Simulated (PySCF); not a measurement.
Te(OH)(GeH3) (GeH4OTe), SMILES O[Te][GeH3].

The structure is a stationary point at PBE0-D3(BJ)/def2-SVP. The structure was generated by enumeration, and PubChem lists no compound with its InChIKey, so it may never have been made. The def2 effective core potentials stand for the cores of Te; spin–orbit coupling is left out. Other conformers were not sampled.

Method: B3LYP/def2-TZVPD run with PySCF.

```
Item                                                                                                             Value
---------------------------------------------------------------------------------------------  -----------------------
total energy                                                                                       -2422.83452 hartree
highest occupied level                                                                                        -6.21 eV
lowest empty level                                                                                            -2.31 eV
orbital gap                                                                                                    3.90 eV
dipole moment                                                                                                   1.65 D
quadrupole, principal values (traceless, Buckingham form, about the centre of nuclear charge)    -6.44, 1.57, 4.87 D·Å
mean static polarisability                                                                       83.2 bohr³ (12.33 Å³)
polarisability, principal values                                                               70.6, 76.0, 103.0 bohr³
```
